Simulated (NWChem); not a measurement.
Species: CH$_{5}$AlO$_{2}$; SMILES [CH3][Al]([OH])[OH]

```xyz
9

Al    -0.0078    -0.0439     0.0016
C     -0.1872    -1.9707     0.0007
H      0.2356    -2.4008    -0.9220
H     -1.2394    -2.2846     0.0714
H      0.3646    -2.4194     0.8423
O     -1.4155     0.9174    -0.0009
H     -1.4832     1.8719    -0.0049
O      1.5582     0.6288     0.0019
H      1.8136     1.5508    -0.0022
```
Atoms are numbered in this order, from 1.

All runs: NWChem. Pople sets run with spherical d functions. Geometry: optimised at PBE0/def2-SVP. Vzz is the largest principal value of the second derivative of the potential at the nucleus (NWChem prints the opposite sign); η is the asymmetry. Non-relativistic.

```json
[
 {"level": "B3LYP/def2-TZVP", "Vzz Al1 (a.u.)": "1.100", "η Al1": "0.39", "Vzz O8 (a.u.)": "1.384", "η O8": "0.06"},
 {"level": "B3LYP/6-31G*", "Vzz Al1 (a.u.)": "0.798", "η Al1": "0.41", "Vzz O8 (a.u.)": "1.379", "η O8": "0.12"},
 {"level": "CAM-B3LYP/def2-TZVP", "Vzz Al1 (a.u.)": "…", "η Al1": "0.39", "Vzz O8 (a.u.)": "1.375", "η O8": "0.06"},
 {"level": "CAM-B3LYP/def2-SVP", "Vzz Al1 (a.u.)": "0.853", "η Al1": "0.43", "Vzz O8 (a.u.)": "1.413", "η O8": "0.11"}
]
```

Q: Some entries are withheld; supply them.

A: 
- CAM-B3LYP/def2-TZVP, Vzz Al1 (a.u.): 1.133
